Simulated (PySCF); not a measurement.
3-ethylthiophene, C6H8S.
Geometry (PBE0-D3(BJ)/def2-SVP, Å), atoms numbered from 1 in this order:
```
atom  x, y, z in Å
C1    -1.9891   -0.5273    0.5637
C2    -1.1788   -0.4466   -0.7273
C3     0.2289    0.0262   -0.5077
C4     1.2598   -0.7740    0.0793
C5     2.4476   -0.1075    0.2125
S6     2.3348    1.5027   -0.3721
C7     0.6844    1.2888   -0.7990
H8    -1.5173   -1.2085    1.2886
H9    -2.0644    0.4608    1.0424
H10   -3.0093   -0.8937    0.3715
H11   -1.1547   -1.4389   -1.2086
H12   -1.6799    0.2266   -1.4404
H13    1.1189   -1.8123    0.3855
H14    3.3874   -0.4802    0.6175
H15    0.1246    2.1077   -1.2497
```

The closed-shell ground state was solved at several levels (PySCF, density fitting, gas phase, non-relativistic).

```tsv
level	basis functions	total energy (Eh)	HOMO (eV)	LUMO (eV)	gap (eV)	dipole (D)
PBE0/pcSseg-1	166	-631.1675	-6.73	-0.30	6.43	0.89
wB97X-D/pcSseg-1	166	-631.5033	-8.53	1.42	9.95	0.93
```

Problem. Estimate the row for CAM-B3LYP/def2-SVPD, a basis of 211 functions; the other rows only guide the guess.

Solution. Total energy -631.2257 Eh, HOMO -7.96 eV, LUMO 0.73 eV, gap 8.69 eV, dipole 0.92 D.

Problem. Over all these levels, which gives the widest orbital gap and which the narrowest?

Solution. wB97X-D/pcSseg-1 (range-separated hybrid) has the widest, 9.95 eV, and PBE0/pcSseg-1 (global hybrid, 25 % exact exchange) the narrowest, 6.43 eV. The two share the basis. From the narrowest to the widest the HOMO moves by -1.80 eV and the LUMO by +1.72 eV.

Problem. How far do the dipole and the HOMO energy spread over the levels?

Solution. The dipole runs from 0.89 to 0.93 D (mean 0.91 D) and the HOMO from -8.53 to -6.73 eV.

One conformer stands for the species.

wB97X-D is run here without its empirical dispersion term; that term would change no orbital, density or response property at a fixed geometry.
